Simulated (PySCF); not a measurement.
Cl2GaHSe. Atoms are numbered in the order given.

```xyz
5

Ga     0.0015     0.4340     0.0000
Cl     1.8362     1.5579     0.0000
Cl    -1.8530     1.5315     0.0000
Se     0.0493    -1.8840     0.0000
H     -1.4369    -1.9163     0.0000
```
Charge 0, spin multiplicity 1.

Geometry: PBE-D3(BJ)/def2-SVP. The structure was generated by enumeration; whether it is a known compound was not checked. One conformer was computed; it need not be the lowest.

The numbers are results of PBE-D3(BJ)/def2-SVP in PySCF, not measurements.

Frequencies are harmonic and unscaled.

Computed vibrational spectrum:
| mode | ν (cm⁻¹) | IR (km/mol) | moving atoms (share of kinetic energy) |
|---|---|---|---|
| 1 | 84 | 2.5 | Cl 50 %, Se 25 %, Ga 24 % |
| 2 | 114 | 6.0 | Cl 78 %, Se 14 % |
| 3 | 118 | 5.7 | Ga 65 %, Cl 29 % |
| 4 | 243 | 6.7 | H 98 % |
| 5 | 268 | 4.1 | Se 46 %, Cl 31 %, Ga 23 % |
| 6 | 408 | 56.8 | Cl 58 %, Ga 38 % |
| 7 | 440 | 66.2 | Cl 58 %, Ga 41 % |
| 8 | 614 | 1.2 | H 96 % |
| 9 | 2360 | 3.5 | H 99 % |
